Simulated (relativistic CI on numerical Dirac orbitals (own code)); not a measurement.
## Hyperfine structure of Rb XVIII, mass number 87

Calculated at this level of theory: Dirac-Coulomb-Breit CI, KLI orbitals optimised for each configuration, model QED (radiative potential, 1s self-energy scaled to tabulated hydrogen-like ionisation energies), unscaled Slater integrals (own radial code, finite nucleus).

Configurations in the expansion (outside the closed core [Ne]): 3s2 3p6 3d2, 3s2 3p5 3d3, 3s 3p6 3d3, 3s2 3p6 3d 4s, 3s2 3p6 3d 4p, 3s2 3p6 3d 4d, 3s2 3p6 3d 4f, 3s2 3p5 3d2 4s, 3s2 3p6 4s2, 3s2 3p5 3d2 4p, 3s2 3p6 4s 4p, 3p6 3d4, 3p5 3d5. Double excitations out of closed p, d and f shells are left out; levels of such configurations are missing from the list, as are those of other unlisted configurations, and high levels can miss mixing partners. These lack a partner that the ground configuration has and come out too high: 3s2 3p5 3d2 4s, 3s2 3p5 3d2 4p.

Nuclear spin I = 3/2, μ = 2.75129 μN, Q = 0.1335 b (tables of Stone and Pyykkö). The electronic factors are computed for point nuclear moments, without core polarisation or the Bohr-Weisskopf and QED corrections.

| Level | E (cm⁻¹) | A (MHz) | B (MHz) |
| --- | --- | --- | --- |
| 3s2 3p6 3d2 3F_2 | 0 | 12650 | 236 |
| 3s2 3p6 3d2 3F_3 | 12589 | 7728 | 294 |
| 3s2 3p6 3d2 3F_4 | 25303 | 6068 | 423 |
| 3s2 3p6 3d2 1D_2 | 49390 | 7117 | -369 |
| 3s2 3p6 3d2 3P_1 | 57025 | 73.47 | 280 |
| 3s2 3p6 3d2 3P_2 | 70498 | 5228 | -505 |
| 3s2 3p6 3d2 1G_4 | 78001 | 7774 | 1580 |
| 3s2 3p5 3d3 5D°_2 | 778713 | 14730 | 1310 |

Levels with J = 0, under 50 % of one LS term, or S terms without an open s electron are left out. Small factors come from cancelling terms and can be off by tens of per cent or more.

At this charge energies of transitions that change n are usually good to better than 1 %, and those within a shell (Δn = 0) to a few per cent. Terms inside the open d or f shell come out 10 to 20 % too wide with unscaled integrals.

(1) Give the hyperfine levels of 3s2 3p6 3d2 3F_2 relative to its centre of gravity.

## Answers

(1) With K = F(F + 1) − I(I + 1) − J(J + 1), E = AK/2 + B[¾K(K + 1) − I(I + 1)J(J + 1)]/[2I(2I − 1)J(2J − 1)]: F = 1/2: -56710, F = 3/2: -37940, F = 5/2: -6471, F = 7/2: 38000 MHz.

LS names give the leading component of a level, which can be under half, so a name can repeat, a term be missing and a line seem to break the LS rules.
